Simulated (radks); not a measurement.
Results of a calculation; reference values are marked as such.
Initial-state core-level shifts of the neodymium ion Nd+ when its valence configuration changes from [Xe] 4f4 6s1. Code: a radial shooting solver on a logarithmic mesh with Libxc functionals. Model: scalar-relativistic Kohn-Sham, PBE, spin-polarised, spherical densities, point nucleus; open shells are filled with parallel spins first (spin-orbit coupling, left out, can overturn this in heavy ions). Shifts are changes of the shell-averaged eigenvalues in eV (positive: less bound).

valence               3p       4s       4p       5s
4f3 6s1 6p1      -11.279  -10.778  -10.603   -6.770
4f2 6s1 6p2      -24.618  -23.204  -22.777  -13.848
4f3.5 6s1.5       -4.810   -4.610   -4.534   -2.823
4f3 6s2          -10.271   -9.775   -9.601   -5.808
4f5               +6.743   +6.569   +6.476   +4.265
4f4 6p1           -1.098   -1.110   -1.113   -1.171
4f3 5d1 6s1       -7.860   -7.364   -7.183   -3.391
4f4 5d1           +1.735   +1.758   +1.770   +1.912
4f3.5 6s1 6p0.5   -5.330   -5.128   -5.051   -3.320
